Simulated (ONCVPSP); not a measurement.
# Sr (Z = 38): excitation energies, all-electron against ONCV

- Element: Sr
- Generator: ONCVPSP 4.0.1
- Type: optimised norm-conserving Vanderbilt (ONCV)
- Functional: PBE
- Relativity: scalar-relativistic
- Frozen core: [Ar] 3d10
- Valence charge: 10
- Reference configuration: 4s2 4p6 5s1 5p1
- Partial waves: 4s+5s: rc 2.15 bohr, ncon 5, nbas 8, qcut 6.4 1/bohr, 2 projectors; 4p+5p: rc 2.90 bohr, ncon 4, nbas 7, qcut 4.3 1/bohr, 2 projectors; d scattering state at 0.02 Ha: rc 2.55 bohr, ncon 4, nbas 8, qcut 4.2 1/bohr, 3 projectors, debl 1.9 Ha
- Local potential: polynomial inside 2.10 bohr (lpopt 4, dvloc0 -1 Ha)
- Core correction: Teter function, fcfact 3.5, rcfact 1.6

In the d channel the program set the typed energies aside and used 0.050, 1.950, 3.850 Ha.

Energies are relative to the spin-unpolarised reference configuration 4s2 4p6 5s1 5p1; without spin polarisation the order of configurations can differ from experiment.

```json
{"valence configuration": "4s2 4p6 5s2 5p0", "charge": "0", "ΔE all-electron (eV)": "-2.299", "error AE − PS (meV)": "-0.4"}
{"valence configuration": "4s2 4p6 5s1 5p0", "charge": "+1", "ΔE all-electron (eV)": "3.586", "error AE − PS (meV)": "-0.4"}
```

Task: What are ΔE and the potential's error for 4s2 4p6 5s0 5p0?

Result: ΔE = 14.592 eV all-electron; the error (AE − PS) is -3.2 meV.

Task: What are ΔE and the potential's error for 4s2 4p6 5s1.5 5p0?

Result: ΔE = 0.040 eV all-electron; the error (AE − PS) is -0.3 meV.
